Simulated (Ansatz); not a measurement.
A CCSD(T) single point on CH₆BNO, SMILES `BOCN`.

```yaml
crystal:
  periodic: [false, false, false]
  atoms:
    - {symbol: B, position_ang: [-0.534435, 1.657560, 0.155239]}
    - {symbol: O, position_ang: [-0.142645, 0.501505, 0.705085]}
    - {symbol: C, position_ang: [-0.255093, -0.750384, 0.003353]}
    - {symbol: N, position_ang: [0.986325, -1.390128, -0.218120]}
    - {symbol: H, position_ang: [-0.998516, 1.672361, -0.956470]}
    - {symbol: H, position_ang: [-0.397505, 2.651890, 0.807603]}
    - {symbol: H, position_ang: [-0.754417, -0.567909, -0.952423]}
    - {symbol: H, position_ang: [-0.884911, -1.388991, 0.625534]}
    - {symbol: H, position_ang: [1.469116, -1.591496, 0.646964]}
    - {symbol: H, position_ang: [1.595279, -0.845606, -0.813866]}
basis:
  gaussian: {orbitals: def2-TZVPP}
correlation: {method: ccsd_t}
output: {orbitals: {seedname: orbitals}}
```

```sh
$ ansatz run in.yaml --threads 2 --pin off --events-out ev --progress --plain --max-ram 4352MiB
```

Output of Ansatz, abridged:

```
Functional definition: HF
1240 factors; integrals over basis functions are off by at most 1.0e-3 eV
mean field evaluation 1: about -5315.6508 eV, gradient 3.9e1 eV
mean field evaluation 2: about -5315.6535 eV, gradient 3.9e1 eV
mean field evaluation 4: about -5318.8556 eV, gradient 4.1e0 eV
mean field evaluation 8: about -5318.9038 eV, gradient 3.4e-4 eV
mean field -5318.90383010 eV, -195.4661104738 hartree, gradient 1.6e-6 eV, S^2 0.000000; 0 other end points of the search recorded, 0 dependent functions left out
4 core orbitals not correlated: weight in the atoms' cores, before any rotation towards them, 1.000 or more for the frozen orbitals, at most 0.000 for the correlated occupied ones
reference -5318.90383010 eV, -195.4661104738 hartree; 12, 12 occupied and 192, 192 virtual orbitals, 1240 factors
second order -19.80129898 eV of doubles, -0.00000000 eV of singles
cycle   1  -20.08405457 eV  change   -2.8e-1 eV  update   9.6e-2
cycle   2  -20.56656816 eV  change   -4.8e-1 eV  update   2.8e-2
cycle   3  -20.68271202 eV  change   -1.2e-1 eV  update   1.6e-2
cycle   4  -20.66939592 eV  change    1.3e-2 eV  update   4.6e-3
cycle   5  -20.66936815 eV  change    2.8e-5 eV  update   2.4e-3
cycle   6  -20.66999966 eV  change   -6.3e-4 eV  update   6.6e-4
cycle   7  -20.66963871 eV  change    3.6e-4 eV  update   2.4e-4
cycle   8  -20.66955622 eV  change    8.2e-5 eV  update   6.8e-5
cycle   9  -20.66957442 eV  change   -1.8e-5 eV  update   2.7e-5
perturbative correction -0.77254254 eV, -0.0283904147 hartree
Total energy: -5340.34594706 eV, -196.2540937380 hartree
```

Run time 90 s (2 threads of an Arm Neoverse V1 on a shared host); peak host memory 3 GiB.

Correlation energy per correlated electron: -0.893 eV. T1 diagnostic: 0.0133.
